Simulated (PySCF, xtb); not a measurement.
C2H6FNOSi, SMILES N[Si]1(F)COC1.

GFN2-xTB run with xtb 6.7.1 at its own geometry gives an orbital gap of 5.42 eV and a dipole moment of 3.49 D.

The structure is a stationary point at ωB97X-D3(BJ)/def2-SVP. The structure was generated by enumeration, and PubChem lists no compound with its InChIKey, so it may never have been made. One conformer was computed; it need not be the lowest.

Task: What does PySCF with CAM-B3LYP/def2-TZVP give? (An estimate is asked for; the answer gives what the named calculation found.)

Result: gap 9.98 eV (levels -8.77 and 1.21 eV), dipole 2.40 D.
